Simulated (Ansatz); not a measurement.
```json
{"atom": "C", "x (Å)": "0.0000", "y (Å)": "0.0000", "z (Å)": "1.5000"}
{"atom": "C", "x (Å)": "0.0000", "y (Å)": "0.0000", "z (Å)": "-1.5000"}
{"atom": "H", "x (Å)": "0.0000", "y (Å)": "0.0000", "z (Å)": "4.1500"}
{"atom": "H", "x (Å)": "0.0000", "y (Å)": "0.0000", "z (Å)": "-4.1500"}
```

Basis set: pcseg-2 (spherical functions). Charge 0, multiplicity 1.

Computed with Ansatz (development build ahead of 0.2.0); each method stands on the lowest determinant of its kind that the runs found. Restricted functionals stand beside restricted open-shell atoms, which can lie above the unrestricted atoms usual in DFT and then raise those values.

**Question.** Give the atomization energy at this shape (free ground-state atoms in the same class of orbitals less the molecule, no zero-point energy) of singlet C2H2 by PBE0 (unrestricted), PBE0 (restricted), UHF.

**Answer.**

```
             method  atomization energy
PBE0 (unrestricted)             0.34 eV
  PBE0 (restricted)            -3.83 eV
                UHF            -0.03 eV
```

Caution: the shape is not the minimum. Caution for PBE0 (unrestricted), PBE0 (restricted): charge can spread falsely over distant fragments. Caution for PBE0 (unrestricted), UHF: the unrestricted determinant is a mixture of spin states. Caution for PBE0 (restricted): an unrestricted determinant lies well below; the molecule lies well above its atoms at this level.
